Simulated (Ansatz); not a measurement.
Frontier orbitals of FH4NSn, SMILES `[NH2][SnH2][F]`.

The species carries charge 0 and has multiplicity 1. Correlated methods include outer-core shells of Sn, which these sets cover unevenly. Sn: def2 effective core potential. The geometry is a stationary point of PBE0-D4/def2-TZVP. It is one conformer, not always the lowest. Basis def2-TZVPP, Ansatz.

```tsv
functional	HOMO (eV)	LUMO (eV)	gap (eV)
LDA (SPW92)	-6.41	-1.34	5.07
PBE	-6.24	-1.14	5.10
PBE0	-7.68	-0.20	7.48
B3LYP	-7.43	-0.55	6.88
r2SCAN0	-7.89	0.06	7.95
BHLYP	-9.03	0.42	9.45
ωB97M-V	-10.06	1.21	11.27
```

From PBE to PBE0 the HOMO moves by −1.44 eV and the LUMO by +0.93 eV, and with ωB97M-V by −3.82 and +2.35 eV, so the gap grows from 5.10 to 11.27 eV with exact exchange. A positive LUMO is unbound and depends on the basis.

B3LYP here is the variant with VWN-RPA as its local correlation; programs differ in this.
